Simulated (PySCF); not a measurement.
A side-by-side comparison of computed properties.

First species: 2-methoxy-3-methylpyrazine, C6H8N2O.
SMILES: `O(C)c1c(C)nccn1`

Second species: C₃H₂F₂O₂.
Atom-mapped SMILES: `[O:1]=[C:2]([OH:3])[CH:4]=[C:5]([F:6])[F:7]` (hydrogens: H8 on O3; H9 on C4)

Levels: CAM-B3LYP/def2-SVPD for dipole moment, HOMO energy, LUMO energy, HOMO–LUMO gap, static isotropic polarisability and electronic spatial extent ⟨r²⟩ about the centre of nuclear charge; TDDFT CAM-B3LYP/def2-SVPD for lowest singlet excitation; TDA CAM-B3LYP/def2-SVPD for lowest triplet excitation (Tamm–Dancoff); GFN2-xTB for rotational constant A and rotational constant C. Geometries: GFN2-xTB. Each species is one conformer at its optimised geometry, gas phase, non-relativistic unless stated. Electronic properties by PySCF.

Dipoles, sizes and rotational constants follow the conformer. The torsions of the flexible species, by atom-mapped SMILES:
- `[CH3:1][O:2][c:3]1[n:4][cH:5][cH:6][n:7][c:8]1[CH3:9]`: C1–O2–C3–N4 0°
- `[O:1]=[C:2]([OH:3])[CH:4]=[C:5]([F:6])[F:7]`: O1–C2–C4–C5 0°, H–O3–C2–O1 0°

(1) Which of the two has the higher rotational constant C, and by how much?

(2) Which of the two has the higher dipole moment, and by how much?

(3) Which has the higher HOMO energy?

(4) Which of the two has the higher HOMO–LUMO gap, and by how much?

(5) Which has the higher rotational constant A?

(6) Which of the two has the higher LUMO energy, and by how much?

(7) Which of the two has the higher ⟨r²⟩, and by how much?

(8) Which of the two has the higher T1 energy, and by how much?

## Answers

(1) The second: 1.308 GHz against 1.030 GHz, a difference of 0.278 GHz.

(2) The second: 2.21 D against 1.40 D, a difference of 0.81 D.

(3) The first: -8.14 eV against -9.86 eV, a difference of 1.72 eV.

(4) The second: 9.47 eV against 8.12 eV, a difference of 1.35 eV.

(5) The second: 6.178 GHz against 2.598 GHz, a difference of 3.580 GHz.

(6) The first: -0.02 eV against -0.39 eV, a difference of 0.37 eV.

(7) The first: 1136 bohr² against 782 bohr², a difference of 354 bohr².

(8) The second: 4.09 eV against 3.71 eV, a difference of 0.38 eV.

On the first: The vertical singlet–triplet gap S1 − T1 is 0.91 eV (TDDFT singlet less Tamm–Dancoff triplet; S1: HOMO−1→LUMO, weight 0.98; T1: HOMO→LUMO, weight 0.96). In wavenumbers S1 is 37200 cm⁻¹ (1 eV = 8065.54 cm⁻¹).

On the second: S1 lies 4.17 eV below the HOMO–LUMO gap; its leading configuration is HOMO−1→LUMO, weight 0.93. No computed singlet falls in the visible range (750 to 380 nm, 1.65 to 3.26 eV); S1 lies 2.04 eV above its blue end.
